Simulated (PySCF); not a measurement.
Ge(F)(SiH3), H₃FGeSi, SMILES [Ge]([F])[SiH3] (B3LYP/def2-SVP optimised geometry):

```
6

Ge    -1.537    -0.203     0.000
F     -1.593     1.569     0.000
Si     0.984    -0.203     0.000
H      1.475     0.470     1.244
H      1.476     0.585    -1.174
H      1.593    -1.569    -0.063
```

Computed with B3LYP/def2-TZVP run with PySCF.

Question: What are the frontier orbital energies and the dipole moment?

Answer: HOMO-2 -9.56 eV, HOMO-1 -9.50 eV, HOMO -6.40 eV, LUMO -3.35 eV, LUMO+1 -0.76 eV; dipole moment 1.92 D.

Meta-Löwdin charges at B3LYP/def2-TZVP: Ge1 0.55, F2 -0.49, Si3 0.18, H4 -0.07, H5 -0.07, H6 -0.09.
